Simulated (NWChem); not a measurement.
Molecule: isopropylamine (C$_{3}$H$_{9}$N); SMILES CC(C)N

```xyz
13

C      0.6905     0.1155     1.2576
C     -0.0244    -0.3557     0.0000
C      0.6905     0.1155    -1.2576
N     -1.3804     0.1743     0.0000
H      1.7256    -0.2566     1.2926
H      0.7092     1.2160     1.2928
H      0.1773    -0.2416     2.1653
H     -0.0003    -1.4691     0.0000
H      0.1773    -0.2416    -2.1653
H      0.7092     1.2160    -1.2928
H      1.7256    -0.2566    -1.2926
H     -1.8909    -0.1641    -0.8140
H     -1.8909    -0.1641     0.8140
```
Atoms are numbered in this order, from 1.

Program: NWChem. Pople sets run with spherical d functions. Coordinates come from a PBE0/def2-SVP optimisation. GIAO values for the isolated, static molecule; σ is the absolute isotropic shielding, δ = σ(reference) − σ with the isolated reference molecule computed at the same levels (13C: tetramethylsilane, 1H: tetramethylsilane, 15N: ammonia).

### Question
Estimate the computed values for Hartree-Fock/6-31G*. Quantities: δ C1 (ppm); δ C2 (ppm); δ N4 (ppm); δ H5 (rotor mean) (ppm); δ H8 (ppm); δ H12 (ppm).

### Answer
| Quantity | Result |
|---|---|
| δ C1 (ppm) | 24.3 |
| δ C2 (ppm) | 36.9 |
| δ N4 (ppm) | 34.5 |
| δ H5 (rotor mean) (ppm) | 1.04 |
| δ H8 (ppm) | 2.75 |
| δ H12 (ppm) | 0.21 |
